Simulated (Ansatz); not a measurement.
C₂H₇FSSn (`C[S][SnH]([CH3])[F]`), relaxed with RKS PBE-D4/def2-SVP in the Gaussian-basis code of Ansatz from a rough embedded geometry. The force threshold is 0.03 eV/Å; the program also tests the step.

The species carries charge 0 and has multiplicity 1. Sn takes the def2 core potential.

Start:

```xyz
12

C     1.660    0.762    0.925
S     0.241    0.530    2.008
Sn   -1.246    0.331    0.150
C    -0.759   -1.351   -1.111
F    -1.196    1.935   -0.942
H     2.584    0.982    1.601
H     1.851   -0.075    0.292
H     1.509    1.727    0.309
H    -2.881    0.105    0.665
H    -0.665   -2.271   -0.462
H     0.334   -1.186   -1.514
H    -1.433   -1.489   -1.921
```

Question: How much energy does the relaxation release, and in how many steps? (Best estimate.)

Answer: The calculation gave: 38.40 kJ/mol, in 5 steps.

Question: Which bonds change most? (An estimate is asked.)

Answer: Computed: C4–H11 from 1.176 to 1.106 Å; C1–H6 from 1.165 to 1.107 Å; C1–H8 from 1.155 to 1.107 Å; C1–S2 from 1.800 to 1.843 Å.

Question: Give the relaxed structure. (Best estimate.)

Answer: The calculation gave: 
```xyz
12

C     1.733    0.811    0.957
S     0.218    0.587    1.982
Sn   -1.352    0.228    0.166
C    -0.727   -1.366   -1.149
F    -1.222    1.843   -0.961
H     2.544    1.092    1.656
H     2.022   -0.125    0.438
H     1.599    1.626    0.221
H    -2.964    0.200    0.798
H    -0.665   -2.307   -0.570
H     0.268   -1.114   -1.561
H    -1.454   -1.475   -1.976
```
